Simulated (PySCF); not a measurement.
Gas-phase reaction: ZrCl₃OH + H + Cl = ZrCl₄.H₂O

Method: PySCF energies (xtb for GFN2) plus ideal-gas RRHO corrections (1 bar). † marks an energy on the PBE0/def2-TZVP geometry and frequencies; other levels use their own. MP2 freezes the core. Open shells (unrestricted): H (multiplicity 2), Cl (multiplicity 2, electronic degeneracy 6); the rest are closed-shell singlets. GFN2 has no spin-polarisation term. Spin-orbit splitting is ignored; it lowers the true energy and changes the entropy of Cl. Zr: scalar-relativistic def2 core potential, no spin-orbit coupling. Adducts (ZrCl₄.H₂O) have no counterpoise correction, and HF, PBE, BLYP, B3LYP and PBE0 lack dispersion. ZrCl₃OH, ZrCl₄.H₂O: computed as isolated molecules; such fragments, hydroxides, amides, oligomers or adducts are transient or little studied in the gas. MP2 isn't extrapolated to the basis-set limit; its ΔH°(298 K) is -476.0 kJ in def2-SVP and -506.1 kJ in def2-TZVPP. The harmonic model lacks anharmonicity and excited electronic states, which grow with temperature; levels with a mode under 35 cm⁻¹ are left out. Soft modes under 120 cm⁻¹ make the harmonic entropy rough for ZrCl₃OH, ZrCl₄.H₂O.

ΔH° and ΔS° at 298 K: GFN2-xTB -639 kJ, -219 J/K; HF/def2-TZVP† -357 kJ, -224 J/K; M06-2X/def2-TZVP† -509 kJ, -224 J/K; MP2/def2-SVP† -476 kJ, -224 J/K; PBE/def2-SVP -501 kJ, -223 J/K; PBE0/def2-TZVP -487 kJ, -224 J/K.

Task: With the heat capacities included, give log10 K (1 bar) at 500, 800, 1000, 2000, 2500 K from GFN2-xTB, HF/def2-TZVP†, M06-2X/def2-TZVP†, MP2/def2-SVP†, PBE/def2-SVP, PBE0/def2-TZVP.

Result: 
```
T (K)  GFN2-xTB  HF/def2-TZVP†  M06-2X/def2-TZVP†  MP2/def2-SVP†  PBE/def2-SVP  PBE0/def2-TZVP
-----  --------  -------------  -----------------  -------------  ------------  --------------
500        55.2           25.6               41.4           38.0          40.6            39.1
800        30.1           11.5               21.4           19.2          20.9            20.0
1000       21.8            6.8               14.7           13.0          14.3            13.5
2000        5.0           -2.7                1.3            0.4           1.2             0.7
2500        1.7           -4.5               -1.4           -2.0          -1.4            -1.8
```
